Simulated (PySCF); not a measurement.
SMILES OB(O)c1cccc([SiH3])c1 (C6H9BO2Si), GFN2-xTB optimised geometry.

```
19

O     -3.16    -1.62     0.06
B     -1.81    -1.71    -0.01
O     -1.27    -2.95    -0.08
C     -0.97    -0.37     0.00
C     -1.61     0.87     0.00
C     -0.89     2.05     0.00
C      0.50     2.01     0.00
C      1.18     0.80     0.00
Si     3.06     0.73     0.02
C      0.43    -0.37     0.00
H     -3.60    -2.47     0.05
H     -0.32    -3.00    -0.13
H     -2.69     0.89     0.00
H     -1.40     3.00     0.00
H      1.05     2.94     0.00
H      3.52    -0.32    -0.90
H      3.52     0.41     1.38
H      3.60     2.03    -0.39
H      0.96    -1.32     0.00
```

Density from PBE0/def2-SVP run with PySCF at that geometry.

Minimum of the electron density along straight lines between bonded atoms, close to the bond critical point (lines longer than 1.1 times the sum of covalent radii, or with two minima, are not listed):

| bond | length / Å | ρ at the minimum / e bohr⁻³ | ∇²ρ there / e bohr⁻⁵ | position (fraction from the first atom) |
|---|---|---|---|---|
| O1–B2 | 1.350 | 0.208 | 1.14 | 0.67 |
| B2–O3 | 1.364 | 0.200 | 1.11 | 0.33 |
| B2–C4 | 1.582 | 0.181 | -0.18 | 0.33 |
| C4–C5 | 1.396 | 0.305 | -0.77 | 0.50 |
| C5–C6 | 1.382 | 0.314 | -0.81 | 0.50 |
| C6–C7 | 1.384 | 0.313 | -0.81 | 0.50 |
| C7–C8 | 1.391 | 0.307 | -0.77 | 0.50 |
| C8–Si9 | 1.885 | 0.113 | 0.33 | 0.62 |
| C4–C10 | 1.393 | 0.306 | -0.77 | 0.49 |
| C8–C10 | 1.391 | 0.307 | -0.77 | 0.50 |
| O1–H11 | 0.958 | 0.358 | -2.42 | 0.82 |
| O3–H12 | 0.956 | 0.360 | -2.45 | 0.82 |
| C5–H13 | 1.079 | 0.286 | -1.11 | 0.64 |
| C6–H14 | 1.081 | 0.283 | -1.07 | 0.63 |
| C7–H15 | 1.081 | 0.284 | -1.08 | 0.63 |
| Si9–H16 | 1.466 | 0.116 | 0.32 | 0.49 |
| Si9–H17 | 1.467 | 0.116 | 0.32 | 0.49 |
| Si9–H18 | 1.464 | 0.117 | 0.33 | 0.49 |
| C10–H19 | 1.085 | 0.280 | -1.03 | 0.62 |
